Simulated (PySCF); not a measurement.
Computed with core-valence-separated Tamm–Dancoff BHandHLYP/aug-pcX-1 (pcseg-1 on H, def2-SVPD on Si) in PySCF, non-relativistic, gas phase, PBE0-D3(BJ)/def2-SVP geometry. BHandHLYP without relativity tends to put these K edges a few eV too low, so spacings mean more than positions.

Main lines of an unknown, eV (oscillator strength): C K: 285.1 (0.088), 286.8 (0.035), 286.9 (0.030), 288.0 (0.010), 288.6 (0.037); O K: 529.6 (0.045), 533.0 (0.008), 533.0 (0.020), 534.0 (0.009), 534.2 (0.011). Listed: the first five lines at most of each edge with a tenth or more of its strongest line's intensity; roots within 0.03 eV on the same or equivalent atoms are summed. Only the lowest roots were sought, and the top ones are left out.

**Question.** Which candidate gives them?
A. `CC(=O)OCO[SiH3]`
B. `O[SiH]1OCCCO1`

**Answer.** A. 

- `CC(=O)OCO[SiH3]`: C K: 285.1 (0.088), 286.8 (0.035), 286.9 (0.030), 288.0 (0.010), 288.6 (0.037); O K: 529.6 (0.045), 533.0 (0.008), 533.0 (0.020), 534.0 (0.009), 534.2 (0.011). First C line listed at 285.1 eV, hole on the ester carbonyl carbon (1s→π*); first O line listed at 529.6 eV, hole on the ester carbonyl oxygen (1s→π*).
- `O[SiH]1OCCCO1`: C K: 285.6 (0.019), 286.1 (0.028), 287.0 (0.056), 287.5 (0.065), 287.6 (0.062); O K: 532.1 (0.019), 533.3 (0.006), 533.7 (0.019), 533.8 (0.013), 534.0 (0.018). First C line listed at 285.6 eV, hole on the ring CH2 carbon; first O line listed at 532.1 eV, hole on the silanol oxygen.

One conformer each; other structures than these candidates weren't tested.

Conformer computed: `[CH3:1][C:2](=[O:3])[O:4][CH2:5][O:6][SiH3:7]`: C1–C2–O4–C5 -176°, C2–O4–C5–O6 -73°, O4–C5–O6–Si7 94°.
